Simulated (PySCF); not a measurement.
AlCl2HO, SMILES [OH][Al]([Cl])[Cl].

Geometry optimised at PBE0-D3(BJ)/def2-SVP. The geometry has at least one imaginary mode, so it is a saddle point at that level. One conformer was computed; it need not be the lowest.

Level of theory: PBE/def2-TZVPD (PySCF).

Isolated molecule, no solvent.

**Question.** Estimate the frontier levels, gap, dipole moment and polarisability. (An estimate is asked for; the answer gives what the named calculation found.)

**Answer.** 
- highest occupied level: -7.62 eV
- lowest empty level: -2.04 eV
- orbital gap: 5.58 eV
- dipole moment: 2.14 D
- quadrupole, principal values (traceless, Buckingham form, about the centre of nuclear charge): -8.08, 2.00, 6.08 D·Å
- mean static polarisability: 57.1 bohr³ (8.47 Å³)
- polarisability, principal values: 46.9, 57.9, 66.6 bohr³
